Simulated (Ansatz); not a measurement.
Consider the ligand exchange at a B–N bond: `OB([SiH3])N[SiH3]` + `OCF` → `OB([SiH3])OCF` + `N[SiH3]`.

Isolated molecules relaxed with PBE0-D4/def2-TZVP in Ansatz; ΔE leaves out vibrations. CBS: MP2 limit from def2 TZ/QZ plus the TZ coupled-cluster correction, frozen cores. This one scheme is used for every species. Functionals use def2-TZVPP. B3LYP here is the variant with VWN-RPA as its local correlation; programs differ in this. One conformer a species, not always the lowest.

```json
{"level": "B3LYP", "ΔE (kcal/mol)": "-1.3"}
{"level": "HF/CBS(def2)", "ΔE (kcal/mol)": "-2.5"}
```

Q: What does CCSD(T)/CBS give? (Best estimate.)

A: Ansatz gave: -0.5 kcal/mol. The listed levels differ from it by -0.8, -2.0 kcal/mol.

Largest T1 diagnostic among the species: 0.013.

In def2-TZVPP, CCSD(T) changes the Hartree–Fock value by +1.8 kcal/mol (the triples alone add +0.2 kcal/mol) and MP2 by +2.2 kcal/mol. The D4 term adds +0.8 kcal/mol with B3LYP and +0.5 kcal/mol with PBE0; it sums over pairs of atoms, weighted by their polarisabilities, and B3LYP, whose exchange is more repulsive, gets the larger term.
